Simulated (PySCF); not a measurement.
**Dipole response of Ni (nickel, neutral)**

[Ar] 3d8 4s2, high-spin 3F determinant. Computed with PySCF 2.14 in def2-QZVPPD (11s6p5d4f2g, 100 functions), with no relativity, point nucleus. Coupled (time-dependent) response in atomic units; α is the mean over directions.

| method | mean α (bohr³) | C₆ (like pair) | S(−4) |
| --- | --- | --- | --- |
| B3LYP | 49.45 | 398.4 | 1271 |

S(−4) is the Cauchy moment in α(ω) = α(0) + S(−4) ω² + …

Reference α: 49 ± 3 bohr³ (recommended; Schwerdtfeger and Nagle, table of static dipole polarizabilities (2023 update)). Published C₆: 373.0 (Chu and Dalgarno (2004); Tang, Norbeck and Certain (1976)).

α(iu) at B3LYP:

```tsv
u (hartree)	α(iu) (bohr³)
0	49.45
0.0500	46.49
0.100	39.59
0.200	25.65
0.300	16.95
0.500	9.014
0.750	5.304
1.00	3.645
1.50	2.159
2.00	1.488
3.00	0.8665
5.00	0.4160
```

A single London oscillator, α(iu) = α/(1 + u²/ω²), gives C₆ = (3/4) ω α². Matching the computed C₆ needs ω = 4 × 398.4 / (3 × 49.45²) = 0.217 hartree.
